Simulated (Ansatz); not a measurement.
Start from `C[Si](C)(C)[O][Cu]` and change one atom or group to get `C[Si](C)(C)CBCl`.

Ansatz, PBE0-D4/def2-TZVP geometries, multiplicity 1. Each molecule was computed in one conformer, which needn't be the lowest.

Scalar relativity is left out up to krypton.

| property | `C[Si](C)(C)[O][Cu]` |
| --- | --- |
| LUMO energy (B3LYP/def2-TZVPP) / eV | -3.19 |
| LUMO energy (ωB97M-V/def2-TZVPP) / eV | -1.18 |
| HOMO–LUMO gap (PBE/def2-TZVPP) / eV | 1.65 |
| size of the dipole moment (B3LYP/def2-TZVPP) / D | 4.18 |
| LUMO energy (PBE0/def2-TZVPP) / eV | -2.76 |
| size of the dipole moment (ωB97M-V/def2-TZVPP) / D | 4.73 |

(1) Give the same properties after the change, and the shifts. (Estimate.)

Answers

(1) Computed: 
| property | `C[Si](C)(C)CBCl` | shift |
| --- | --- | --- |
| LUMO energy (B3LYP/def2-TZVPP) / eV | -1.16 | 2.03 |
| LUMO energy (ωB97M-V/def2-TZVPP) / eV | 0.98 | 2.16 |
| HOMO–LUMO gap (PBE/def2-TZVPP) / eV | 4.81 | 3.16 |
| size of the dipole moment (B3LYP/def2-TZVPP) / D | 1.99 | -2.19 |
| LUMO energy (PBE0/def2-TZVPP) / eV | -0.97 | 1.79 |
| size of the dipole moment (ωB97M-V/def2-TZVPP) / D | 1.97 | -2.76 |

With PBE0 the HOMO falls by 1.25 eV and the LUMO rises by 1.79 eV, so the gap widens by about 3.04 eV. PBE moves the HOMO by -1.32 eV and ωB97M-V by -1.14 eV. Dipoles are sizes alone; their direction can turn.

B3LYP here is the variant with VWN-RPA as its local correlation; programs differ in this.
